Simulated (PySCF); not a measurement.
Predicted microwave data (PBE0/pcSseg-1 in PySCF (dipole) on a GFN2-xTB geometry, gas phase) for one isomer of C5H9Cl2NSi:

- Rotational constants: A = 1292, B = 717.8, C = 639.8 MHz
- Dipole components: |μa| = 1.04 D, |μb| = 4.34 D, |μc| = 0.36 D
- Inertial defect: -305.38 u·Å²
- κ: -0.76

Task: Which structure is it? (One computed conformer of each.)
A. `[H]/[N:6]=[CH:5]/[C:3](=[C:2](\[CH3:1])[CH:7]([Cl:8])[Cl:9])[SiH3:4]` with C2–C3–C5–N6 172°, C1–C2–C7–Cl8 -121°
B. `[CH3:1][CH2:2][Si@@H:3]([C:4]#[N:5])[CH2:6][CH:7]([Cl:8])[Cl:9]` with C1–C2–Si3–C4 -175°, C2–Si3–C6–C7 -156°, Si3–C6–C7–Cl8 -57°
C. `[N:1]#[C:2][CH2:3][C@H:4]([CH2:5][Cl:6])[SiH2:7][CH2:8][Cl:9]` with C2–C3–C4–C5 -60°, C3–C4–C5–Cl6 -173°, C3–C4–Si7–C8 -37°, C4–Si7–C8–Cl9 74°

Result: A. It is [H]/N=C/C([SiH3])=C(\C)C(Cl)Cl, an asymmetric top. The candidates at the same level (rigid rotor, commonest isotopes):

```csv
SMILES,A (MHz),B (MHz),C (MHz),μa (D),μb (D),μc (D),Δ (u·Å²),point group,rotor
CC[Si@@H](C#N)CC(Cl)Cl,1240,566.4,472.7,2.60,3.66,0.72,-230.61,C1,asymmetric top
[H]/N=C/C([SiH3])=C(\C)C(Cl)Cl,1292,717.8,639.8,1.04,4.34,0.36,-305.38,near Cs,asymmetric top
N#CC[C@H](CCl)[SiH2]CCl,1030,651.0,424.3,1.89,2.52,0.73,-75.99,C1,asymmetric top
```

`N#CC[C@H](CCl)[SiH2]CCl` has C 34 % too low; `CC[Si@@H](C#N)CC(Cl)Cl` has C 26 % too low. No structure here is proved a minimum.
